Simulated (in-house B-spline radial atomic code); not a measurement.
A fraction x of an electron is removed from 4p in neutral germanium, starting from [Ar] 3d10 4s2 4p2 and keeping the highest spin. Level of theory: scalar-relativistic (X2C) PBE, spin-polarised, spherical fractional occupations, Fermi nucleus of rms radius 4.0742 fm; calculated with a B-spline radial code for spherical atoms.

```tsv
x	E(x) - E(0) (eV)	4p up level (eV)
0	0.0000	-4.415
0.1	0.4747	-5.083
0.23	1.1931	-5.973
0.33	1.8253	-6.674
0.39	2.2386	-7.101
0.5	3.0632	-7.895
0.54	3.3848	-8.187
0.75	5.2675	-9.751
0.82	5.9686	-10.282
0.99	7.8276	-11.592
1	7.9439	-11.670
```

The exact functional would give a straight line between the two integer points. Deviations E(x) - E(0) - x[E(1) - E(0)], in eV: -0.32 at x = 0.1, -0.634 at x = 0.23, -0.796 at x = 0.33, -0.86 at x = 0.39, -0.909 at x = 0.5, -0.905 at x = 0.54, -0.69 at x = 0.75, -0.545 at x = 0.82, -0.037 at x = 0.99.

The curve lies below the straight line by up to 0.909 eV (at x = 0.5): convex, the delocalisation error that favours fractional charges.

Task: How well does Slater's transition state (minus the level at half occupation) give the ionisation energy?

Result: It gives 7.895 eV against 7.944 eV from the two total energies; NIST lists 7.90 eV, ground level to ground level.
